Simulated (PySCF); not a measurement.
# Two-photon absorption: `C=CC1=C[C@@H](F)CO1`, C₆H₇FO

Molfile (atoms numbered from 1):
```
C6H7FO
     RDKit          3D

 15 15  0  0  0  0  0  0  0  0999 V2000
    2.5946    0.2146   -1.2027 C   0  0  0  0  0  0  0  0  0  0  0  0
    1.7749   -0.5852   -0.5310 C   0  0  0  0  0  0  0  0  0  0  0  0
    0.3915   -0.2593   -0.2544 C   0  0  0  0  0  0  0  0  0  0  0  0
   -0.5132   -0.9955    0.4086 C   0  0  0  0  0  0  0  0  0  0  0  0
   -1.8038   -0.2452    0.4686 C   0  0  1  0  0  0  0  0  0  0  0  0
   -2.1464    0.0956    1.7736 F   0  0  0  0  0  0  0  0  0  0  0  0
   -1.4670    1.0174   -0.3424 C   0  0  0  0  0  0  0  0  0  0  0  0
   -0.1013    0.9227   -0.7224 O   0  0  0  0  0  0  0  0  0  0  0  0
    2.2530    1.1624   -1.5817 H   0  0  0  0  0  0  0  0  0  0  0  0
    3.6203   -0.0515   -1.3889 H   0  0  0  0  0  0  0  0  0  0  0  0
    2.1025   -1.5382   -0.1413 H   0  0  0  0  0  0  0  0  0  0  0  0
   -0.3606   -1.9465    0.8751 H   0  0  0  0  0  0  0  0  0  0  0  0
   -2.6711   -0.7988    0.0898 H   0  0  0  0  0  0  0  0  0  0  0  0
   -2.0726    1.1021   -1.2484 H   0  0  0  0  0  0  0  0  0  0  0  0
   -1.6050    1.9133    0.2699 H   0  0  0  0  0  0  0  0  0  0  0  0
  1  2  2  0
  2  3  1  0
  3  4  2  0
  4  5  1  0
  5  6  1  0
  5  7  1  0
  7  8  1  0
  8  3  1  0
  1  9  1  0
  1 10  1  0
  2 11  1  0
  4 12  1  0
  5 13  1  6
  7 14  1  0
  7 15  1  0
M  END
```

Level of theory: PySCF, TDDFT PBE0/aug-cc-pVDZ excited states, vertical, gas phase. Geometry: GFN2-xTB.

(1) How strongly do the lowest singlets absorb one photon, and two photons of half the energy?

## Answers

(1) δ for parallel linear polarisation; σ at the peak of a Lorentzian of half width 0.1 eV, single beam; Ω is circular over linear.
| state | E (eV) | f | photon λ (nm) | δ (au) | σ (GM) | Ω | main |
| --- | --- | --- | --- | --- | --- | --- | --- |
| S1 | 4.91 | 0.310 | 505 | 186 | 1.64 | 0.85 | HOMO→LUMO 0.93 |
| S2 | 5.61 | 0.003 | 442 | 110 | 1.26 | 1.32 | HOMO→LUMO+1 0.96 |
| S3 | 6.02 | 0.006 | 412 | 323 | 4.29 | 0.82 | HOMO→LUMO+2 0.94 |
| S4 | 6.19 | 0.009 | 401 | 74.9 | 1.05 | 1.36 | HOMO→LUMO+3 0.95 |
| S5 | 6.31 | 0.320 | 393 | 377 | 5.49 | 0.74 | HOMO−1→LUMO 0.83 |
